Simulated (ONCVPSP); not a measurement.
germanium (Ge): one change to an ONCV potential, before and after

```json
{
 "Element": "germanium (Ge)",
 "Generator": "ONCVPSP 4.0.1",
 "Type": "optimised norm-conserving Vanderbilt (ONCV)",
 "Functional": "PBE",
 "Relativity": "fully relativistic",
 "Frozen core": "[Ar] 3d10",
 "Valence charge": "4",
 "Reference configuration": "4s2 4p1 (charge +1)",
 "Partial waves": "4s: rc 1.85 bohr, ncon 4, nbas 7, qcut 4 1/bohr, 2 projectors, debl 2.1 Ha; 4p: rc 2.15 bohr, ncon 3, nbas 6, qcut 3.1 1/bohr, 2 projectors, debl 3.1 Ha; d scattering state at 0.35 Ha: rc 2.40 bohr, ncon 4, nbas 7, qcut 3.7 1/bohr, 1 projector",
 "Local potential": "polynomial inside 1.20 bohr (lpopt 5, dvloc0 -1 Ha)",
 "Core correction": "none"
}
```

Open shells are filled in proportion to 2j + 1.

Change: local potential polynomial inside 1.20 bohr (lpopt 5, dvloc0 0 Ha).

Cutoffs: the cutoffs (Ha) at which the residual kinetic energy of the hardest occupied pseudo-wave falls to 1 and 0.1 mHa per electron; they do not see the model core or the augmentation charge, which bear on the density cutoff. Errors are all-electron minus pseudo energies relative to the spin-unpolarised reference configuration.

What does the change do?

The potential gets neither clearly harder nor softer (8.8 Ha and 30 Ha → 8.8 Ha and 30 Ha); the errors of the 4 common tests hardly move; the range in which the s phases agree narrows (upper end 4.0 → 2.2); neither file shows a bound ghost.

| quantity | base | changed |
| --- | --- | --- |
| cutoff, loose | 8.8 Ha | 8.8 Ha |
| cutoff, tight | 30 Ha | 30 Ha |
| bound ghosts | none | none |
| GHOST(+) flags under 300 eV | s at 43.7 eV, p3/2 at 146.9 eV, p1/2 at 148.5 eV | s at 59.7 eV, p3/2 at 151.5 eV, p1/2 at 152.9 eV |
| error for 4s2 4p2, meV [ΔE -7.45 eV] | -0.5 | -0.5 |
| error for 4s2 4p0, meV [ΔE 15.44 eV] | +4.4 | +4.4 |
| error for 4s1 4p0, meV [ΔE 50.23 eV] | +106 | +106 |
| error for 4s1 4p2, meV [ΔE 8.71 eV] | +21 | +21 |
| s: phases at 1.87 bohr within 0.05 rad from the reference energy up to (Ha; the scan ends near 5) | 4.0 | 2.2 |
| p3/2: phases at 2.18 bohr within 0.05 rad from the reference energy up to (Ha; the scan ends near 5) | 4.4 | 4.6 |
| p1/2: phases at 2.18 bohr within 0.05 rad from the reference energy up to (Ha; the scan ends near 5) | 4.6 | 4.8 |
| d5/2: phases at 2.44 bohr within 0.05 rad from the reference energy up to (Ha; the scan ends near 5) | 1.5 | 1.6 |
| d3/2: phases at 2.44 bohr within 0.05 rad from the reference energy up to (Ha; the scan ends near 5) | 0.9 | 0.9 |
